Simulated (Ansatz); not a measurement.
C2H6O2Si (`C[SiH2]C(=O)O`) at its PBE0-D4/def2-TZVP geometry, where that method's forces vanish. The species carries charge 0 and has multiplicity 1.

```xyz
11

C     0.2039    0.1544   -1.7358
Si    0.0911   -0.7808   -0.1341
C    -0.2063    0.5020    1.2709
O    -0.2888    1.6894    1.0924
O    -0.3162   -0.0482    2.4940
H     1.0237    0.8744   -1.6978
H    -0.7197    0.7071   -1.9186
H     0.3751   -0.5242   -2.5742
H    -1.0437   -1.7396   -0.1096
H     1.3429   -1.5126    0.1905
H    -0.4621    0.6781    3.1222
```

(1) What forces (eV/Å) does ωB97M-V/def2-TZVPP give on these atoms in the Gaussian-basis code of Ansatz? (An estimate is asked.)

## Answers

(1) Ansatz gave: 
```
C1   0.000  0.026 -0.016
Si2  0.015 -0.167  0.012
C3   0.045 -0.102 -0.281
O4  -0.012  0.133  0.003
O5  -0.037  0.000  0.282
H6  -0.061 -0.050 -0.004
H7   0.068 -0.038  0.013
H8  -0.013  0.052  0.061
H9   0.128  0.118  0.003
H10 -0.145  0.092 -0.031
H11  0.011 -0.063 -0.042
```
